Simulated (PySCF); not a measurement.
Q: What does the PBE0-D3(BJ)/def2-SVP structure of `C#CC=C=CB(F)F` look like in three dimensions?

A: 
```xyz
11
C5H3BF2 angstrom
C     -2.413    0.532   -1.683
C     -1.864    0.417   -0.608
C     -1.251    0.278    0.669
C      0.042    0.401    0.883
C      1.333    0.492    1.099
B      2.250   -0.754    1.005
F      3.554   -0.643    1.174
F      1.770   -1.957    0.757
H     -2.893    0.635   -2.639
H     -1.897    0.055    1.529
H      1.764    1.473    1.337
```

Orientation and origin are arbitrary. Atoms count from 1 in this order. B6 (three-coordinate boron) is planar (angles 122.0°, 120.6° and 117.4°, sum 360.0°, 0.00 Å off the plane of its three neighbours). The 4 C–C bonds span 1.213 Å (C1≡C2, drawn triple) to 1.423 Å (C2–C3, drawn single), a spread of 0.210 Å.

Bonds between heavy atoms (Å): C1≡C2 1.213, C2–C3 1.423, C3=C4 1.316, C4=C5 1.311, C5–B6 1.550, B6–F7 1.320, B6–F8 1.318.

Level of theory: PySCF, PBE0-D3(BJ)/def2-SVP geometry optimisation, gas phase.

Point group: C1 (no symmetry element, even within 0.4 Å). No PBE0-D3(BJ)/def2-SVP frequencies stand behind this structure, so it isn't proved a minimum.
